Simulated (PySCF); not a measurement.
Structure elucidation problem

Molecular formula: C8H13F. Simulated spectra:

¹H NMR (400 MHz, computed): δ 1.59 (m, 6H), 1.54 (m, 6H), 1.13 (m, 1H).

¹³C{¹H} NMR (computed): δ 90.8 (C), 34.5 (CH2, 3C), 29.5 (CH2, 3C), 26.4 (CH).

Computational details: geometry: PBE0-D3(BJ)/def2-SVP, shielding tensors at CAM-B3LYP/pcSseg-1 (GIAO), in PySCF 2.14 (rapidly exchanging positions averaged, single conformer, non-relativistic, no solvent).

Referencing at the same level of theory: ¹H (σ = 31.33 ppm) and ¹³C (σ = 182.45 ppm) vs TMS.

**Question.** Propose a structure and justify it.

**Answer.** 
1. Rings plus π bonds: 2 (2 rings in the answer).
2. 4 carbon signals for 8 carbons: some carbons are equivalent by symmetry or fast rotation.
3. Carbon types of the structure: 1 × C, 1 × CH, 6 × CH2, which accounts for all hydrogens.
4. δC 90.8: fully substituted sp3 carbon bonded to F; pulled downfield by the heteroatom.
5. δC 34.5, 29.5: sp3 CH2 in a ring; saturated and bonded to C and H only.
6. δC 26.4: sp3 CH in a ring; aliphatic region, no heteroatom directly attached.
7. δH 1.59, 1.54: hydrogen on an sp3 CH2 in a ring.
8. δH 1.13: hydrogen on an sp3 CH in a ring; far from electronegative atoms and π systems.

The compound is 1-fluorobicyclo[2.2.2]octane (C1C2(F)CCC(CC2)C1).

The shifts were computed for this structure.

Splittings by ¹⁹F in the carbon and heteronuclear signals aren't shown, as no couplings were computed. Shifts are as computed, not scaled to solution data. Of 1211 compounds with measured shifts, 218 miss one by over three times the rms of a fit or turn the order of signals round; such compounds aren't used in these exercises. No couplings were computed; multiplicities are counted from neighbouring protons, with m where these are inequivalent, close in shift, in a saturated or five-membered ring or joined by F or P, and br s for small geminal =CH2 splittings.
